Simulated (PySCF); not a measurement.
Cd(Br)(NH2) (BrCdH2N), SMILES [NH2][Cd][Br]. Coordinates come from a PBE-D3(BJ)/def2-TZVP optimisation. The def2 effective core potentials stand for the cores of Cd; spin–orbit coupling is left out. The values are those of a single conformer.

**Question.** Give the equilibrium geometry at PBE-D3(BJ)/def2-TZVP (PySCF confirms it by a frequency run) as a Z-matrix, and its point group. (An estimate is asked for; the answer gives what the named calculation found.)

**Answer.** Several could match; the one computed here: point group Cs.
```
Cd
N 1 2.0351
H 2 1.0258 1 108.78
H 2 1.0258 3 105.22 1 116.42
Br 1 2.4258 2 174.15 3 -122.95
```
Charge 0, spin multiplicity 1.
